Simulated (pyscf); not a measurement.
Single points on ωB97X-D3(BJ)/def2-SVP structures (PySCF, gas phase).

### Question
How much does it cost (ΔH, 298 K, ωB97M-D3(BJ)/def2-TZVP) to split H₂P–Ga(PH₂)–GaH₂ at its Ga–Ga bond into [H₂P–Ga–PH₂]• + GaH₂•?

### Answer
Ga–Ga to [H₂P–Ga–PH₂]• + GaH₂•: 2.52 eV. The 7 functionals that were run give +2.34 (M06-2X) to +2.86 eV (ωB97X-D3(BJ)). The radicals are drawn with the spin at the cut bond; how far it spreads was not checked. H₂P–Ga(PH₂)–GaH₂ lies 0.28 eV over its isomer H₂P–GaH–PH–GaH₂ (electronic energy, ωB97M-D3(BJ)). Other isomers of [H₂P–Ga–PH₂]• were not searched in full and may lie lower. Elements up to Kr have no core potential and no relativistic terms here.
